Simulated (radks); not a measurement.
Values are calculated unless marked as measured or tabulated.
Ar2+, 16 electrons, occupied as [Ne] 3s2 3p4.

Level of theory: non-relativistic Kohn-Sham, PBEsol, spin-polarised, spherical densities, point nucleus; open shells are filled with parallel spins first (a radial shooting solver on a logarithmic mesh with Libxc functionals).

Energy parts (hartree):
total: -525.01031
kinetic: 524.38403
electron-nucleus: -1234.02316
Hartree: 213.72946
exchange-correlation: -29.10063

Orbitals (lengths in bohr, moments of r in powers of bohr):
1s up: occ. 1; eigenvalue (hartree) -115.1258; <r^4> 0.0002572
1s down: occ. 1; eigenvalue (hartree) -115.1084; <r^4> 0.0002571
2s up: occ. 1; eigenvalue (hartree) -11.91526; <r^4> 0.07595
2s down: occ. 1; eigenvalue (hartree) -11.89899; <r^4> 0.07551
2p up: occ. 3; eigenvalue (hartree) -9.54606; <r^4> 0.06612
2p down: occ. 3; eigenvalue (hartree) -9.52352; <r^4> 0.06567
3s up: occ. 1; eigenvalue (hartree) -1.88367; <r^4> 6.629
3s down: occ. 1; eigenvalue (hartree) -1.78908; <r^4> 6.903
3p up: occ. 3; eigenvalue (hartree) -1.33742; <r^4> 10.47
3p down: occ. 1; eigenvalue (hartree) -1.24782; <r^4> 11.33
3d up: occ. 0; eigenvalue (hartree) -0.57020; <r^4> 43.10
3d down: occ. 0; eigenvalue (hartree) -0.50233; <r^4> 58.31
4s up: occ. 0; eigenvalue (hartree) -0.48773; <r^4> 283.6

The highest occupied level is 3p down at -33.955 eV. The spin density at the nucleus is -0.1084 e/bohr^3 (1s -0.3241, 2s 0.0699, 3s 0.1458), a Fermi contact field of -5.68 T. Spin moment in Bohr magnetons: 2.
